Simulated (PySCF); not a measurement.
C₄H₅Si (SMILES [C]1=CC=C[SiH2]1), doublet, geometry from GFN2-xTB; DF-BLYP/def2-SVP (PySCF).

PySCF was given this input:
```python
from pyscf import gto, scf, dft

mol = gto.Mole()
mol.atom = '''
    C     0.445914   -1.251631   -0.250161
    C    -0.854273   -1.187022   -0.476427
    C    -1.450411    0.135479   -0.235507
    C    -0.612098    1.093081    0.176771
    Si    1.146253    0.395681    0.320147
    H    -1.481545   -1.999804   -0.810576
    H    -2.511765    0.272484   -0.397747
    H    -0.948085    2.096591    0.381372
    H     2.077680    0.986420   -0.636471
    H     1.641373    0.365331    1.693311
'''
mol.basis = 'def2-svp'
mol.charge = 0
mol.spin = 1
mol.verbose = 4
mol.symmetry = True
mol.build()

mf = dft.UKS(mol)
mf.xc = 'blyp'
mf.irrep_nelec = {"A'": (17, 17), 'A"': (5, 4)}
mf = mf.density_fit(auxbasis='def2-universal-jkfit')
mf.kernel()
mf.analyze()
```

The log (banner, timings and long lists left out):

```
PySCF version 2.14.0

[INPUT] verbose = 4
[INPUT] num. atoms = 10
[INPUT] num. electrons = 43
[INPUT] charge = 0
[INPUT] spin (= nelec alpha-beta = 2S) = 1
[INPUT] symmetry True subgroup None
[INPUT] Mole.unit = angstrom
[INPUT] Symbol           X                Y                Z      unit          X                Y                Z       unit  Magmom
[...]
nuclear repulsion = 191.649521376373
point group symmetry = Cs
symmetry origin: [-3.51576953e-07 -8.78942383e-08  1.31841358e-07]
symmetry axis x: [ 0.40933589 -0.89776454 -0.16267441]
symmetry axis y: [0.89483961 0.36023553 0.26361416]
symmetry axis z: [ 0.17806234  0.25347424 -0.95081261]
num. orbitals of irrep A' = 70
num. orbitals of irrep A" = 29
number of shells = 47
number of NR pGTOs = 167
number of NR cGTOs = 99
basis = def2-svp
ecp = {}

******** <class 'pyscf.df.df_jk.DFSymAdaptedUKS'> ********
method = DFSymAdaptedUKS
initial guess = minao
damping factor = 0
level_shift factor = 0
DIIS = <class 'pyscf.scf.diis.CDIIS'>
diis_start_cycle = 1
diis_space = 8
diis_damp = 0
SCF conv_tol = 1e-09
SCF conv_tol_grad = None
SCF max_cycles = 50
direct_scf = False
number electrons alpha = 22  beta = 21
irrep_nelec {"A'": (17, 17), 'A"': (5, 4)}
XC library pyscf.dft.libxc version 7.1.2
    S. Lehtola, C. Steigemann, M. J. T. Oliveira, and M. A. L. Marques,  SoftwareX 7, 1–5 (2018)
XC functionals = blyp
    A. D. Becke,  Phys. Rev. A 38, 3098 (1988)
    C. Lee, W. Yang, and R. G. Parr,  Phys. Rev. B 37, 785 (1988)
    B. Miehlich, A. Savin, H. Stoll, and H. Preuss,  Chem. Phys. Lett. 157, 200 (1989)
radial grids:
    Treutler-Ahlrichs [JCP 102, 346 (1995); DOI:10.1063/1.469408] (M4) radial grids

becke partition: Becke, JCP 88, 2547 (1988); DOI:10.1063/1.454033
pruning grids: <function nwchem_prune>
grids dens level: 3
symmetrized grids: True
atomic radii adjust function: <function treutler_atomic_radii_adjust>
small_rho_cutoff = 0
Freeze 43 electrons in irreps ["A'", 'A"']
    0 free electrons in irreps
Set gradient conv threshold to 3.16228e-05
tot grids = 124696
init E= -444.933358954857

cycle= 1 E= -444.250731643179  delta_E= 0.683  |g|= 0.465  |ddm|= 2.61

cycle= 2 E= -442.346560724423  delta_E=  1.9  |g|= 1.59  |ddm|= 2.27

cycle= 3 E= -444.282155952306  delta_E= -1.94  |g|= 0.384  |ddm|= 2.07

cycle= 4 E= -444.364914471383  delta_E= -0.0828  |g|= 0.171  |ddm|= 0.845

cycle= 5 E= -444.377461143018  delta_E= -0.0125  |g|= 0.112  |ddm|= 0.292

[...]
converged SCF energy = -444.38462404166  <S^2> = 0.75212613  2S+1 = 2.002125
Total Energy =                        -444.384624041660118
[...]
beta  MO #71 (A' #51), energy= 1.56548030148118 occ= 0
beta  MO #72 (A" #21), energy= 1.59065418678702 occ= 0
beta  MO #73 (A' #52), energy= 1.61909460726998 occ= 0
beta  MO #74 (A' #53), energy= 1.67483013239279 occ= 0
beta  MO #75 (A' #54), energy= 1.69171654356407 occ= 0
beta  MO #76 (A' #55), energy= 1.73112203984929 occ= 0
beta  MO #77 (A" #22), energy= 1.74358062748447 occ= 0
beta  MO #78 (A" #23), energy= 1.75249801619691 occ= 0
beta  MO #79 (A' #56), energy= 1.78222981974858 occ= 0
beta  MO #80 (A' #57), energy= 1.79303636091692 occ= 0
beta  MO #81 (A" #24), energy= 1.91169976255668 occ= 0
beta  MO #82 (A' #58), energy= 1.93972195405138 occ= 0
beta  MO #83 (A' #59), energy= 1.97508358677762 occ= 0
beta  MO #84 (A' #60), energy= 2.00929053195556 occ= 0
beta  MO #85 (A" #25), energy= 2.0300824722546 occ= 0
beta  MO #86 (A' #61), energy= 2.08016174653876 occ= 0
beta  MO #87 (A' #62), energy= 2.10540827297111 occ= 0
beta  MO #88 (A" #26), energy= 2.16370232364178 occ= 0
beta  MO #89 (A' #63), energy= 2.27286525433951 occ= 0
beta  MO #90 (A" #27), energy= 2.30966204958551 occ= 0
beta  MO #91 (A' #64), energy= 2.32934924221285 occ= 0
beta  MO #92 (A" #28), energy= 2.35348743521704 occ= 0
beta  MO #93 (A" #29), energy= 2.48266201656462 occ= 0
beta  MO #94 (A' #65), energy= 2.59838825316024 occ= 0
beta  MO #95 (A' #66), energy= 2.63163114121004 occ= 0
beta  MO #96 (A' #67), energy= 2.69676519913002 occ= 0
beta  MO #97 (A' #68), energy= 2.87813003146996 occ= 0
beta  MO #98 (A' #69), energy= 2.95117634825646 occ= 0
beta  MO #99 (A' #70), energy= 3.26901249548191 occ= 0
 ** Mulliken pop alpha/beta on meta-lowdin orthogonal AOs **
 ** Mulliken pop       alpha | beta **
In total            22.00000 | 21.00000
 ** Mulliken atomic charges   ( Nelec_alpha | Nelec_beta ) **
charge of  0C =     -0.08231  (     3.16553      2.91677 )
charge of  1C =     -0.18067  (     3.22094      2.95973 )
charge of  2C =     -0.09600  (     3.08927      3.00673 )
charge of  3C =     -0.38393  (     3.34152      3.04241 )
charge of  4Si =      0.62041  (     6.70089      6.67870 )
charge of  5H =      0.14671  (     0.42261      0.43068 )
charge of  6H =      0.10367  (     0.44680      0.44953 )
charge of  7H =      0.10607  (     0.44284      0.45108 )
charge of  8H =     -0.11698  (     0.58480      0.53218 )
charge of  9H =     -0.11698  (     0.58480      0.53218 )
Dipole moment(X, Y, Z, Debye): -0.02842, -0.87009, -0.23728
```
